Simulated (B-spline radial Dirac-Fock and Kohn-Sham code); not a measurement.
Hf⁴⁺: N4-O23O23 lines in intermediate coupling

System: the Hf⁴⁺ ion, configuration [Xe] 4f14, inside a Watson sphere of charge -4 and radius 2.7 Å (a model of the Madelung potential; inside it an electron's potential energy is raised by 21.3 eV).

Method: multi-electron Dirac-Fock with separately optimised hole states, Breit and Lamb-shift corrections added in first order. Computed with a B-spline atomic structure program. The two-hole levels come from diagonalising the Coulomb interaction among the jj configurations; intensities are independent-particle Coulomb rates. Kinetic energies are from the vacuum level. No correlation.

| kinetic energy (eV) | J | leading jj holes (weight) | leading LS term (weight) | intensity (%) |
| --- | --- | --- | --- | --- |
| 103.3 | 0 | O2O2 (0.97) | ¹S0 (0.52) | 17.4 |
| 112.9 | 2 | O2O3 (0.99) | ¹D2 (0.78) | 64.1 |
| 114.7 | 1 | O2O3 (1.00) | ³P1 (1.00) | 3.4 |
| 119.8 | 0 | O3O3 (0.97) | ³P0 (0.52) | 0.1 |
| 122.7 | 2 | O3O3 (0.99) | ³P2 (0.78) | 15.1 |

The strongest line, by its leading LS label ¹D2, lies at 112.9 eV. The mean weight of the leading component is 0.98 in jj and 0.72 in LS coupling, so jj labels describe these levels better.
